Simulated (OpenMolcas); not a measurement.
# OpenMolcas run: Au5+

Au5+ among 3 point charges of -1 e arranged as a planar triangle (D3h), 2.33 Å from the ion.

Input:

```
&GATEWAY
Coord
1

Au 0.0 0.0 0.0
Basis=ANO-RCC-VDZP
Group=NoSym
NoMove
AngMom=0.0 0.0 0.0
AMFI
XField
3 Angstrom 0
2.330000 0.000000 0.000000 -1.000000
-1.165000 2.017839 0.000000 -1.000000
-1.165000 -2.017839 0.000000 -1.000000
&SEWARD
* reference wave functions (RASSCF and RASSI steps not shown): 6 electrons in 5 orbitals (5d)
>>> COPY JOB001 $Project.JobIph
&CASPT2
Multistate=5 1 2 3 4 5
NoMult
Frozen=23
IPEA=0.25
Imaginary=0.1
MaxIter=60
WThr=0.0 0.3 0.05
PrWF=0.5
NoMix
>>> COPY JOB002 $Project.JobIph
&CASPT2
Multistate=45 1 2 3 4 5 6 7 8 9 10 11 12 13 14 15 16 17 18 19 20 21 22
23 24 25 26 27 28 29 30 31 32 33 34 35 36 37 38 39 40 41 42 43 44 45
NoMult
Frozen=23
IPEA=0.25
Imaginary=0.1
MaxIter=60
WThr=0.0 0.3 0.05
PrWF=0.5
NoMix
>>> COPY JOB003 $Project.JobIph
&CASPT2
Multistate=50 1 2 3 4 5 6 7 8 9 10 11 12 13 14 15 16 17 18 19 20 21 22
23 24 25 26 27 28 29 30 31 32 33 34 35 36 37 38 39 40 41 42 43 44 45 46
47 48 49 50
NoMult
Frozen=23
IPEA=0.25
Imaginary=0.1
MaxIter=60
WThr=0.0 0.3 0.05
PrWF=0.5
NoMix
```

Launched by
```bash
OMP_NUM_THREADS=1 MOLCAS_MEM=1689 MOLCAS_PROJECT=a pymolcas a.inp > a.log  # once for each step of the input, in one work folder
```

Output, cut to the results:

```
--- CASPT2 ---
Orbital specifications:
      -----------------------

      Symmetry species                           1
                                                 a
      Frozen orbitals                           23
      Inactive orbitals                         11
      Active orbitals                            5
      Secondary orbitals                        20
      Deleted orbitals                           0
      Number of basis functions                 59
Type of calculation                        SS-CASPT2
      Fock operator                              state-specific
      IPEA shift                                 0.25
      Real shift                                 0.00
      Imaginary shift                            0.10
      The input orbitals will be transformed to quasi-canonical
Reference energy:      -18991.0751890926
      E2 (Non-variational):      -0.2109709424
      Shift correction:          -0.0000744341
      E2 (Variational):          -0.2110453765
      Total energy:          -18991.2862344690
      Residual norm:              0.0000005424
      Reference weight:           0.96387
      Contributions to the CASPT2 correlation energy
      Active & Virtual Only:         -0.0575148191
      One Inactive Excited:          -0.0942840518
      Two Inactive Excited:          -0.0591720715
Reference energy:      -18991.0721524288
      E2 (Non-variational):      -0.2110165138
      Shift correction:          -0.0000767461
      E2 (Variational):          -0.2110932599
      Total energy:          -18991.2832456887
      Residual norm:              0.0000006531
      Reference weight:           0.96373
      Contributions to the CASPT2 correlation energy
      Active & Virtual Only:         -0.0575582739
      One Inactive Excited:          -0.0942782322
      Two Inactive Excited:          -0.0591800078
::    CASPT2 Root  1     Total energy: -18991.28623447
::    CASPT2 Root  2     Total energy: -18991.28324569
::    CASPT2 Root  3     Total energy: -18991.28324571
::    CASPT2 Root  4     Total energy: -18991.26746618
::    CASPT2 Root  5     Total energy: -18991.26718401
--- CASPT2 ---
Orbital specifications:
      -----------------------

      Symmetry species                           1
                                                 a
      Frozen orbitals                           23
      Inactive orbitals                         11
      Active orbitals                            5
      Secondary orbitals                        20
      Deleted orbitals                           0
      Number of basis functions                 59
Type of calculation                        SS-CASPT2
      Fock operator                              state-specific
      IPEA shift                                 0.25
      Real shift                                 0.00
      Imaginary shift                            0.10
      The input orbitals will be transformed to quasi-canonical
Reference energy:      -18990.9779668956
      E2 (Non-variational):      -0.2142317468
      Shift correction:          -0.0000752576
      E2 (Variational):          -0.2143070044
      Total energy:          -18991.1922738999
      Residual norm:              0.0000002307
      Reference weight:           0.96321
      Contributions to the CASPT2 correlation energy
      Active & Virtual Only:         -0.0562936277
      One Inactive Excited:          -0.1012378345
      Two Inactive Excited:          -0.0567002846
Reference energy:      -18990.9779668955
      E2 (Non-variational):      -0.2142320391
      Shift correction:          -0.0000752583
      E2 (Variational):          -0.2143072974
      Total energy:          -18991.1922741929
      Residual norm:              0.0000002307
      Reference weight:           0.96321
      Contributions to the CASPT2 correlation energy
      Active & Virtual Only:         -0.0562937483
      One Inactive Excited:          -0.1012379020
      Two Inactive Excited:          -0.0567003888
::    CASPT2 Root  1     Total energy: -18991.19227390
::    CASPT2 Root  2     Total energy: -18991.19227419
::    CASPT2 Root  3     Total energy: -18991.19003953
::    CASPT2 Root  4     Total energy: -18991.19008520
::    CASPT2 Root  5     Total energy: -18991.18950628
::    CASPT2 Root  6     Total energy: -18991.18950676
::    CASPT2 Root  7     Total energy: -18991.18784196
::    CASPT2 Root  8     Total energy: -18991.18790236
::    CASPT2 Root  9     Total energy: -18991.18590773
::    CASPT2 Root 10     Total energy: -18991.18590771
::    CASPT2 Root 11     Total energy: -18991.18547158
::    CASPT2 Root 12     Total energy: -18991.18588347
::    CASPT2 Root 13     Total energy: -18991.18588348
::    CASPT2 Root 14     Total energy: -18991.18200897
::    CASPT2 Root 15     Total energy: -18991.18206678
::    CASPT2 Root 16     Total energy: -18991.18408379
::    CASPT2 Root 17     Total energy: -18991.17998021
::    CASPT2 Root 18     Total energy: -18991.17998020
::    CASPT2 Root 19     Total energy: -18991.17823416
::    CASPT2 Root 20     Total energy: -18991.17822486
::    CASPT2 Root 21     Total energy: -18991.17706758
::    CASPT2 Root 22     Total energy: -18991.16971612
::    CASPT2 Root 23     Total energy: -18991.16573735
::    CASPT2 Root 24     Total energy: -18991.16573739
::    CASPT2 Root 25     Total energy: -18991.16369497
::    CASPT2 Root 26     Total energy: -18991.16377792
::    CASPT2 Root 27     Total energy: -18991.16213791
::    CASPT2 Root 28     Total energy: -18991.16213682
::    CASPT2 Root 29     Total energy: -18991.16079933
::    CASPT2 Root 30     Total energy: -18991.16079252
--- CASPT2 ---
Orbital specifications:
      -----------------------

      Symmetry species                           1
                                                 a
      Frozen orbitals                           23
      Inactive orbitals                         11
      Active orbitals                            5
...
```

Spin-orbit levels above the lowest (labels of D3, the rotations of D3h), with the averaged single-state CASPT2 energies on the diagonal:

| E (cm-1) | Degeneracy | Label | 2S+1 | g |
| --- | --- | --- | --- | --- |
| 0 | 1 | A1 | 5 (74 %) |  |
| 190 | 2 | E | 5 (74 %) | 0.00 0.00 2.96 |
| 780 | 2 | E | 5 (75 %) | 0.00 0.00 5.91 |
| 1810 | 2 |  | 5 (75 %) | 0.00 0.00 8.82 |
| 3530 | 2 | E | 5 (73 %) | 0.00 0.00 11.35 |
| 8020 | 2 | E | 5 (52 %) | 0.00 0.00 6.35 |
| 8910 | 2 | E | 5 (54 %) | 0.00 0.00 3.92 |
| 9200 | 1 | A1 | 5 (51 %) |  |
| 11180 | 1 | A2 | 5 (88 %) |  |
| 11600 | 2 | E | 5 (84 %) | 0.00 0.00 2.41 |
| 12530 | 2 | E | 5 (83 %) | 0.00 0.00 5.08 |
| 12570 | 1 | A1 | 5 (87 %) |  |
| 12570 | 1 | A2 | 5 (87 %) |  |
| 15660 | 2 | E | 5 (77 %) | 0.00 0.00 2.44 |
| 15980 | 1 | A1 | 5 (65 %) |  |
| 17810 | 1 | A2 | 5 (77 %) |  |
| 20540 | 1 | A1 | 3 (61 %) |  |
| 20750 | 2 | E | 3 (62 %) | 0.00 0.00 1.94 |
| 21230 | 2 | E | 3 (62 %) | 0.00 0.00 3.96 |
| 22060 | 1 | A1 | 3 (62 %) |  |

Roots that are degenerate in the reference are averaged as groups; the widest CASPT2 spread within a group is 62 cm-1 (the 2-fold group of multiplicity 5 near 4150 cm-1 above the lowest state of its run). Shifts and gaps below about the spread of the groups concerned are not significant. Spin-orbit coupling mixes the spin-free states strongly: the lowest level takes only 43 % from its leading state, 5A1. Point charges give a weaker field than real ligands, and real ions of this kind are as a rule low spin; the high spin found here belongs to the model. The ground term spreads over less than 5000 cm-1, several times less than with real ligands, so orbital moments are less quenched and χT lies further from the spin-only value than at real sites. Free-ion shares, where given, are those of the reference states; single-state CASPT2 does not remix them. This is an electrostatic model: the charges have no orbitals. An unlabelled pair can be two single states that coincide in this model. No measured value stands beside these numbers.

The CASPT2 steps took 23 s on 1 thread of Arm Neoverse V1 (shared host); the integral step is not counted.

With an even number of electrons the g values are those of a degenerate or nearly degenerate non-Kramers pair.
